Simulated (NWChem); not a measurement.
System: Si₂N₂H₆O; SMILES N[Si@H]1N[SiH2]O1

The following NWChem deck was run.

```
start job
memory heap 200 mb stack 900 mb global 1100 mb
geometry units angstroms noautoz
  N     -0.107920    -2.177581     0.592031
  Si    -0.121846    -0.807034    -0.421321
  N     -1.187080     0.481186     0.083059
  Si     0.151722     1.596142     0.144387
  O      1.156775     0.314522    -0.300665
  H      0.184788    -3.082876     0.245168
  H     -0.029510    -2.107657     1.599752
  H     -0.239847    -1.341402    -1.803818
  H     -2.183116     0.540299     0.240109
  H      0.476352     2.168762     1.485408
  H      0.141943     2.706919    -0.852436
end
basis spherical
  * library def2-svp
end
dft
  xc scan
  grid xcoarse
  iterations 150
  mulliken
end
task dft gradient
```

NWChem printed, in part:

```
             Northwest Computational Chemistry Package (NWChem) 7.3.0
             --------------------------------------------------------

 C1  symmetry detected

                             Geometry "geometry" -> ""
                             -------------------------

 Output coordinates in angstroms (scale by  1.889725989 to convert to a.u.)

  No.       Tag          Charge          X              Y              Z
 ---- ---------------- ---------- -------------- -------------- --------------
    1 N                    7.0000    -0.02549463    -2.20215105     0.55551846
    2 Si                  14.0000     0.03853113    -0.81265901    -0.42971646
    3 N                    7.0000    -1.19945931     0.37860382    -0.11841921
    4 Si                  14.0000     0.01311089     1.59005649     0.19991196
    5 O                    8.0000     1.18072947     0.39938499    -0.06413514
    6 H                    1.0000     0.39640729    -3.07405473     0.25999570
    7 H                    1.0000    -0.13901916    -2.15071066     1.56100599
    8 H                    1.0000     0.21866827    -1.32107126    -1.81529898
    9 H                    1.0000    -2.20890755     0.35824242    -0.14751248
   10 H                    1.0000     0.04002892     2.15326149     1.58327423
   11 H                    1.0000     0.09867574     2.72051871    -0.77081513

 Effective nuclear repulsion energy (a.u.)     315.0870126693

                                 NWChem DFT Module
                                 -----------------

 Summary of "ao basis" -> "ao basis" (spherical)
 ------------------------------------------------------------------------------
       Tag                 Description            Shells   Functions and Types
 ---------------- ------------------------------  ------  ---------------------
 N                          def2-svp                 6       14   3s2p1d
 Si                         def2-svp                 8       18   4s3p1d
 O                          def2-svp                 6       14   3s2p1d
 H                          def2-svp                 3        5   2s1p

            General Information
            -------------------
          SCF calculation type: DFT
          Wavefunction type:  closed shell.
          No. of atoms     :    11
          No. of electrons :    56
           Alpha electrons :    28
            Beta electrons :    28
          Charge           :     0
          Spin multiplicity:     1
          Use of symmetry is: off; symmetry adaption is: off
          Maximum number of iterations: 150
          AO basis - number of functions:   108
                     number of shells:    52
          Convergence on energy requested:  1.00D-06
          Convergence on density requested:  1.00D-05
          Convergence on gradient requested:  5.00D-04

              XC Information
              --------------
                         SCAN Method XC Functional
                  SCAN metaGGA Exchange Functional  1.000
                        SCAN Correlation Potential  1.000

             Grid Information
             ----------------
          Grid used for XC integration:  xcoarse
          Radial quadrature: Mura-Knowles
          Angular quadrature: Lebedev.
          Tag              B.-S. Rad. Rad. Pts. Rad. Cut. Ang. Pts.
          ---              ---------- --------- --------- ---------
          N                   0.65       21          12.0       194
          Si                  1.10       42          11.0       194
          O                   0.60       21           9.0       194
          H                   0.35       21          13.0       194
          Grid pruning is: on
          Number of quadrature shells:   273
          Spatial weights used:  Erf1

      Superposition of Atomic Density Guess
      -------------------------------------

 Sum of atomic energies:        -763.65227977

      Non-variational initial energy
      ------------------------------

 Total energy =    -766.036622
 1-e energy   =   -1681.355435
 2-e energy   =     600.231800
 HOMO         =      -0.336964
 LUMO         =       0.038000

     ---------------------------------------------
      Total Density - Mulliken Population Analysis
     ---------------------------------------------

[...]

                         DFT ENERGY GRADIENTS

    atom               coordinates                        gradient
                 x          y          z           x          y          z
   1 N      -0.048178  -4.161462   1.049778    0.000733   0.001453  -0.000676
   2 Si      0.072813  -1.535703  -0.812046   -0.003060  -0.001529  -0.000717
   3 N      -2.266649   0.715457  -0.223780    0.005914  -0.000811   0.000158
   4 Si      0.024776   3.004771   0.377779   -0.004037   0.001275   0.000674
   5 O       2.231255   0.754728  -0.121198   -0.000827  -0.000860   0.000382
   6 H       0.749101  -5.809121   0.491321   -0.000446   0.001158   0.000004
   7 H      -0.262708  -4.064254   2.949874   -0.000054   0.000428  -0.001299
   8 H       0.413223  -2.496463  -3.430418   -0.000537   0.000207   0.002191
   9 H      -4.174230   0.676980  -0.278758    0.002480   0.000095   0.000118
  10 H       0.075644   4.069074   2.991954   -0.000167  -0.000658  -0.001736
  11 H       0.186470   5.141035  -1.456629    0.000001  -0.000757   0.000900
```

Level: SCAN/def2-SVP. The geometry was optimised at PBE0/def2-SVP.
